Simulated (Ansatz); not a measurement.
(ClInSe)3 ring (In₃Se₃Cl₃). Total charge 0; singlet. Geometry PBE-D4/def2-SVP; atoms count from 1.

```xyz
9

In    0.0578    2.0677   -0.9411
Cl    0.1189    4.2225   -1.9208
Se    0.3509    0.2646   -2.6922
In    0.2200   -1.8476   -1.3048
Cl    0.4538   -3.7747   -2.6607
Se   -0.0746   -2.4820    1.1280
In   -0.2876   -0.2200    2.2434
Cl   -0.5722   -0.4481    4.5831
Se   -0.2670    2.2175    1.5650
```

In the def2 sets In takes a core potential; there is no spin–orbit coupling. Single mean-field runs in def2-TZVP are fitted with def2-universal-jkfit.

Question: Estimate the Mulliken populations from the PBE0/def2-TZVP orbitals of Ansatz.

Answer: 
```json
{"atom": "In1", "charge (e)": "0.71"}
{"atom": "Cl2", "charge (e)": "-0.37"}
{"atom": "Se3", "charge (e)": "-0.34"}
{"atom": "In4", "charge (e)": "0.71"}
{"atom": "Cl5", "charge (e)": "-0.37"}
{"atom": "Se6", "charge (e)": "-0.34"}
{"atom": "In7", "charge (e)": "0.71"}
{"atom": "Cl8", "charge (e)": "-0.37"}
{"atom": "Se9", "charge (e)": "-0.34"}
```
Mulliken values depend strongly on the basis.

Question: And the Mayer bond orders between heavy atoms (over 0.3)?

Answer: In1–Cl2 0.96 (2.37 Å); In1–Se3 1.01 (2.53 Å); In1–Se9 1.01 (2.53 Å); Se3–In4 1.01 (2.53 Å); In4–Cl5 0.96 (2.37 Å); In4–Se6 1.01 (2.53 Å); Se6–In7 1.01 (2.53 Å); In7–Cl8 0.96 (2.37 Å); In7–Se9 1.01 (2.53 Å).
